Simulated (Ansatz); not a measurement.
Two members of one family (Series (H2BX)2), computed with Ansatz in the gas phase. Binding counts from free atoms in the multiplicity of their measured ground term, without zero-point energy. A dash marks a value that wasn't run or was left out as unsound. The structures are stationary points that may keep the symmetry of their start. Remarks come from the PBE and PBE0 runs and from stability tests at other levels; not every state was tested. HOMO above LUMO (over both spins in singlets and doublets, within one spin in higher multiplets; at PBE or PBE0), or a gap under 0.15 eV within one spin, warns that the state may not be the lowest or that an electron is smeared out.

First: (H2B-mu-SH)2 (singlet, charge 0, PBE-D4/def2-SVP geometry).

```xyz
10

B    -0.660    1.128   -0.028
H     0.020    2.133    0.060
H    -1.864    1.264   -0.130
S    -0.117   -0.027    1.484
B     1.097   -0.706    0.078
H     1.186   -1.919    0.053
H     2.125   -0.064    0.186
S     0.145    0.054   -1.481
H    -1.098   -0.973    1.383
H    -0.834   -0.891   -1.605
```

```tsv
level	HOMO (eV)	LUMO (eV)	gap (eV)	vertical IE (eV)	binding per atom (eV)
PBE-D4/def2-SVP	-6.95	-0.91	6.05	–	3.41
PBE-D4/def2-TZVP	-7.00	-1.18	5.82	9.91	3.40
r2SCAN-D4/def2-TZVP	-7.27	-0.83	6.44	10.03	3.37
B3LYP-D4/6-31G	-8.14	0.04	8.18	–	3.13
ωB97X-V/def2-TZVP	-10.52	1.78	12.30	–	3.35
```

Second: (H2B-mu-NH2)2 (singlet, charge 0, PBE-D4/def2-SVP geometry).

```xyz
12

B    -1.0023    0.3318   -0.3545
H    -2.0481   -0.1169    0.1014
H    -1.1446    1.1764   -1.2317
N     0.0071   -0.8369   -0.8043
B     1.0036   -0.3306    0.3532
H     1.1529   -1.1746    1.2295
H     2.0455    0.1225   -0.1075
N    -0.0088    0.8353    0.8060
H     0.3708   -0.7532   -1.7590
H    -0.3495   -1.7900   -0.6845
H     0.3471    1.7893    0.6914
H    -0.3737    0.7468    1.7599
```

**Question.** Estimate the same table for the second.

**Answer.** 
```json
{"level": "PBE-D4/def2-SVP", "HOMO (eV)": "-6.54", "LUMO (eV)": "0.48", "gap (eV)": "7.01", "vertical IE (eV)": "–", "binding per atom (eV)": "3.79"}
{"level": "PBE-D4/def2-TZVP", "HOMO (eV)": "-6.66", "LUMO (eV)": "-0.13", "gap (eV)": "6.53", "vertical IE (eV)": "9.76", "binding per atom (eV)": "3.75"}
{"level": "r2SCAN-D4/def2-TZVP", "HOMO (eV)": "-6.94", "LUMO (eV)": "0.54", "gap (eV)": "7.48", "vertical IE (eV)": "9.88", "binding per atom (eV)": "3.69"}
{"level": "B3LYP-D4/6-31G", "HOMO (eV)": "-7.56", "LUMO (eV)": "1.59", "gap (eV)": "9.14", "vertical IE (eV)": "–", "binding per atom (eV)": "3.64"}
{"level": "ωB97X-V/def2-TZVP", "HOMO (eV)": "-10.48", "LUMO (eV)": "2.58", "gap (eV)": "13.06", "vertical IE (eV)": "–", "binding per atom (eV)": "3.71"}
```

Remarks: gap within one spin near zero at PBE or PBE0 (+1 doublet).
